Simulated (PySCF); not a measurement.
# SrS⁺: energy against distance

Set-up: basis Sr def2-SVP with ECP28, S def2-SVP; scalar-relativistic core potentials; PySCF 2.14. Energies in eV from Sr⁺ + S in their ground configurations at the same level. State: ²Π (doublet), unpaired electrons π ↑.

All columns are r²SCAN. A positive dipole points towards S; it is taken about the centre of mass and depends on that origin.

| R (Å) | E (eV) | μ (D) | Mulliken charge on Sr (basis-dependent) | HOMO (eV) | LUMO (eV) | Mayer bond order | ⟨S²⟩ |
| --- | --- | --- | --- | --- | --- | --- | --- |
| 2.271 | -1.899 | -6.74 | 1.04 | -10.74 | -10.00 | 1.54 | 0.75 |
| 2.377 | -2.457 | -7.39 | 1.09 | -10.52 | -9.62 | 1.48 | 0.75 |
| 2.482 | -2.769 | -7.98 | 1.13 | -10.18 | -9.28 | 1.43 | 0.75 |
| 2.562 | -2.882 | -8.40 | 1.15 | -9.94 | -9.04 | 1.39 | 0.76 |
| 2.641 | -2.918 | -8.79 | 1.17 | -9.72 | -8.82 | 1.36 | 0.76 |
| 2.720 | -2.893 | -9.16 | 1.19 | -9.52 | -8.62 | 1.33 | 0.76 |
| 2.826 | -2.790 | -9.61 | 1.21 | -9.27 | -8.36 | 1.30 | 0.76 |
| 2.958 | -2.586 | -10.12 | 1.22 | -8.99 | -8.08 | 1.27 | 0.76 |
| 3.116 | -2.276 | -10.64 | 1.24 | -8.71 | -7.80 | 1.24 | 0.77 |
| 3.328 | -1.822 | -11.10 | 1.24 | -8.41 | -7.51 | 1.19 | 0.79 |

A fit through these points gives, at Re = 2.644 Å, μ = -8.81 D and dμ/dR = -4.77 D/Å; the reduced mass is 23.44 u.

Problem. How strong is the fundamental in the double-harmonic approximation, I = 42.26·(dμ/dR)²/μred km/mol?

Solution. I = 42.26·(-4.77)²/23.44 = 41.0 km/mol at r²SCAN.

Spin–orbit coupling is left out. For an ion De counts to the pair picked by the measured ionisation energies or electron affinities, which need not be the lowest pair at this level. The state was picked by a PBE0 search and need not be the measured ground state.
